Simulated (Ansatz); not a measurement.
Reaction (atomization): `NCO[SiH2]N` → C• + 8 H• + 2 N• + O• + Si•

Calculated with Ansatz (gas phase, PBE0-D4/def2-TZVP geometries, no zero-point term in ΔE). CCSD(T)/CBS is the MP2 limit (def2-TZVPP, def2-QZVPP) plus CCSD(T) − MP2 in def2-TZVPP, frozen cores. This one scheme is used for every species, atoms too. For atomizations the MP2-based limit and the directly extrapolated one differ by several kJ/mol either way, and by 10 to 25 for some Ge, Se and Sn compounds, so smaller differences from it don't rank the levels. DFT in def2-TZVPP. Open shells (•) are unrestricted, without spin–orbit coupling. Spin–orbit coupling would lower the free atoms: a little for C, O, Si. One conformer a species, not always the lowest.

(1) What is ΔE at CCSD(T)/CBS? (Best estimate.)

(2) What do these levels give: revPBE-D4, PBE0-D4, BHLYP-D4, B2PLYP, revPBE, r2SCAN0, BHLYP, MP2/def2-SVP, CCSD/def2-SVP, CCSD(T)/def2-TZVPP, HF/CBS(def2), MP2/CBS(def2)? (Estimate.)

Largest T1 diagnostic among the species: 0.012.

Answers

(1) The calculation gave: +1118.6 kcal/mol.

(2) Computed: revPBE-D4 1105.6, PBE0-D4 1111.5, BHLYP-D4 1084.5, B2PLYP 1105.9, revPBE 1088.0, r2SCAN0 1092.0, BHLYP 1078.4, MP2/def2-SVP 1043.7, CCSD/def2-SVP 1025.3, CCSD(T)/def2-TZVPP 1083.8, HF/CBS(def2) 780.8, MP2/CBS(def2) 1131.9 kcal/mol.

Leaving LDA and LC-ωPBE aside and taking each functional with its dispersion term where it has one, the values, not all of them listed here, spread over 49.7 kcal/mol, from BHLYP-D4 to PBE-D4. LDA lies +151.3 kcal/mol from PBE without D4, its usual overbinding. At CCSD(T), def2-SVP lies −83.2 kcal/mol from the extrapolated value and def2-TZVPP −34.8 kcal/mol: correlation converges slowly with the basis, and small sets miss more of it in the bonded molecule than in its fragments. From PBE to PBE0 (25 % exact exchange), in def2-TZVPP and without D4, ΔE moves by −21.9 kcal/mol: exact exchange takes away binding that semilocal exchange gives to molecules.
